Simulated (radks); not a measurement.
Values are calculated unless marked as measured or tabulated.
Ionisation of the molybdenum ion Mo+, [Kr] 4d5, to [Kr] 4d4 as the strength of local exchange is varied. Code: a radial shooting solver on a logarithmic mesh with Libxc functionals. Model: Dirac Kohn-Sham, Slater X-alpha exchange (alpha = 2/3 is LDA exchange), no correlation, spin-unpolarised, spherical densities, finite nucleus; open shells are shared between the two j in proportion to 2j + 1; Fermi nuclear charge, rms radius 4.4091 fm.

alpha,E(Mo+) (hartree),exchange (hartree),IE (eV),-e of the level emptied (eV),<r> of it (bohr)
0.564,-4023.10553,-97.16739,13.160,8.350 (4d5/2),2.010
0.635,-4035.35614,-109.73111,14.010,9.049 (4d5/2),1.957
0.667,-4040.88966,-115.41784,14.407,9.378 (4d5/2),1.935
0.692,-4045.21797,-119.87106,14.722,9.640 (4d5/2),1.918
0.778,-4060.14242,-135.26007,15.846,10.585 (4d5/2),1.861
0.854,-4073.37670,-148.94974,16.888,11.473 (4d5/2),1.814
0.864,-4075.12121,-150.75729,17.029,11.593 (4d5/2),1.809
1.028,-4103.83578,-180.60898,19.449,13.694 (4d5/2),1.719

NIST Atomic Spectra Database: 16.2 +/- 0.12 eV (semi-empirical). The Delta-SCF value meets it near alpha = 0.80. Spin polarisation and multiplet splitting are left out, so open shells lie too high by an amount that depends on their filling. Sharing an open shell by 2j + 1 raises it above the true ground level by a part of the spin-orbit splitting, which enters the differences from NIST.

Beside tabulated values, note that spin-unpolarised runs miss the spin-polarisation part of the exchange energy of open shells.
